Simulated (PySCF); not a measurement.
**Stretching InP**

Set-up: basis In x2c-SVPall, P x2c-SVPall; spin-free X2C with a Gaussian nucleus; PySCF 2.14. Energies in eV from In + P in their ground configurations at the same level. State: ³Σ⁻ (triplet), unpaired electrons π ↑↑.

```json
{"R (Å)": "2.282", "TPSSh": "-1.334"}
{"R (Å)": "2.388", "TPSSh": "-1.706"}
{"R (Å)": "2.494", "TPSSh": "-1.912"}
{"R (Å)": "2.573", "TPSSh": "-1.989"}
{"R (Å)": "2.653", "TPSSh": "-2.015"}
{"R (Å)": "2.733", "TPSSh": "-2.003"}
{"R (Å)": "2.839", "TPSSh": "-1.943"}
{"R (Å)": "2.971", "TPSSh": "-1.821"}
{"R (Å)": "3.131", "TPSSh": "-1.635"}
{"R (Å)": "3.343", "TPSSh": "-1.361"}
```

Problem. Put a parabola through the three lowest points of the TPSSh curve and estimate Re, k and ωe (reduced mass 24.4 u; 1 eV/Å² = 0.16022 mdyn/Å; ωe = 1302.8·√(k/μ) cm⁻¹).

Solution. Through R = 2.573, 2.653, 2.733 Å the second-order coefficient is 2.97 eV/Å², so Re ≈ 2.668 Å, k ≈ 0.951 mdyn/Å and ωe ≈ 257 cm⁻¹. A polynomial fit of higher order to the unrounded TPSSh energies gives Re = 2.664 Å, k = 0.927 mdyn/Å, ωe = 254 cm⁻¹; anharmonicity and rounding make the difference.

The higher-order fit for each curve: TPSSh: Re = 2.664 Å, ωe = 254 cm⁻¹, De = 2.02 eV.

These are scalar-relativistic numbers at best; spin–orbit coupling would shift them, the dissociation energy most. The state was picked by a PBE0 search and need not be the measured ground state.
